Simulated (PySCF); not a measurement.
Compound: C5H7AlFN.
Cartesian coordinates in Å at the PBE0-D3(BJ)/def2-SVP level; atoms count from 1:
```xyz
15
C5H7AlFN angstrom
F     -1.6921    2.5459   -0.7693
C     -1.2725    1.3485   -0.4023
C     -2.1825    0.3452   -0.0986
C     -1.6805   -0.8960    0.2837
C     -0.3050   -1.0795    0.3452
N      0.5504   -0.0949    0.0457
Al     2.5813   -0.4524    0.1081
C      0.0930    1.1038   -0.3221
H     -3.2538    0.5456   -0.1638
H     -2.3520   -1.7186    0.5345
H      0.1387   -2.0329    0.6427
H      2.7239   -1.0303    1.6005
H      3.0849    1.0479   -0.1798
H      2.7210   -1.5275   -1.0782
H      0.8298    1.8774   -0.5538
```

Level: PBE0/pcSseg-1 and B3LYP/def2-SVPD in PySCF, non-relativistic, on one gas-phase PBE0-D3(BJ)/def2-SVP geometry that isn't relaxed in the solvent. The solvent is an IEF-PCM continuum (cavity from Bondi-type radii × 1.2). Specific hydrogen bonds and non-electrostatic terms are outside this model.

Gas phase at PBE0/pcSseg-1: HOMO -7.24 eV, LUMO -2.42 eV, dipole 6.62 D.

Q: What does the continuum do to the energy, the frontier levels and the dipole at PBE0/pcSseg-1 in dichloromethane and water?

A: 
```csv
solvent,ε,E(solvent) − E(gas) (kcal/mol),polarisation term (kcal/mol),distortion of the solute (kcal/mol),HOMO (eV),LUMO (eV),dipole (D)
dichloromethane,8.93,-8.92,-10.14,1.22,-7.78,-1.92,7.92
water,78.36,-10.38,-12.02,1.64,-7.86,-1.85,8.13
```

Polarisation term: ½ Σ q·V over the induced surface charges. Distortion: the rise of the solute's own energy as its density leaves the gas-phase optimum. From dichloromethane to water the lowering changes by a factor 1.16, Onsager's factor (ε − 1)/(2ε + 1) by 1.17 and ε itself by 8.8.

Q: Which radius a makes the point-dipole formula ΔE = −[(ε − 1)/(2ε + 1)]·μ²/a³ give the value in water, with the gas-phase dipole?

A: μ = 2.604 au and |ΔE| = 0.01654 Eh give a = 3.10 Å; the farthest nucleus lies 3.32 Å from the centroid of the nuclei, so such a sphere wouldn't even hold the nuclei. The formula assumes a rigid point dipole at the centre of a sphere.

Q: Give the dipole vector in the frame of the coordinates (D, pointing from negative to positive charge), gas and water.

A: Gas (-6.62, -0.04, 0.11), solvent (-8.13, -0.11, 0.16). Its length changes by +23 % and its direction by less than 1°.

Q: Which Hirshfeld charges (PBE0/pcSseg-1) respond most in dichloromethane (means over atoms taken as equivalent)?

A: 
```tsv
atoms	environment	gas (e)	solvent (e)	change
H12/H13/H14	Al–H hydrogen	-0.202	-0.216	-0.014
H9	aromatic hydrogen	+0.075	+0.087	+0.012
H10	aromatic hydrogen	+0.073	+0.085	+0.012
C3	aromatic CH carbon	-0.028	-0.016	+0.012
N6	nitrogen bonded to Al and 2 C	-0.051	-0.061	-0.010
C4	aromatic CH carbon	-0.026	-0.017	+0.009
Al7	aluminium bonded to N and 3 H	+0.274	+0.280	+0.006
F1	aryl fluorine	-0.056	-0.062	-0.006
H11	aromatic hydrogen	+0.078	+0.082	+0.004
C2	aromatic C–F carbon	+0.102	+0.104	+0.002
H15	aromatic hydrogen	+0.074	+0.077	+0.003
C8	aromatic CH next to a ring nitrogen	+0.039	+0.038	-0.001
```

Gas phase at B3LYP/def2-SVPD: HOMO -7.03 eV, LUMO -2.62 eV, dipole 6.52 D.

Q: What does the continuum do to the energy, the frontier levels and the dipole at B3LYP/def2-SVPD in dichloromethane?

A: 
| solvent | ε | E(solvent) − E(gas) (kcal/mol) | polarisation term (kcal/mol) | distortion of the solute (kcal/mol) | HOMO (eV) | LUMO (eV) | dipole (D) |
| --- | --- | --- | --- | --- | --- | --- | --- |
| dichloromethane | 8.93 | -9.02 | -10.44 | 1.42 | -7.54 | -2.10 | 7.99 |

Q: How does the static polarisability (B3LYP/def2-SVPD, frozen core, with the continuum's full static response) change?

A: 
```tsv
medium	isotropic (au)	principal values (au)	⟨r²⟩ of the electrons (bohr²)
gas	98.4	68.9, 104.2, 122.1	1297.2
dichloromethane	128.3	91.5, 143.1, 150.3	1299.0
```

The isotropic value in dichloromethane is 1.30 times the gas-phase one; no cavity-field correction is applied. ⟨r²⟩ is taken about the centre of nuclear charge.

On one thread of an Arm Neoverse N1, on a shared host, this took 45 s and 0.97 GiB of memory at its peak. This is the whole shielding run at PBE0/pcSseg-1 in water, SCF included.
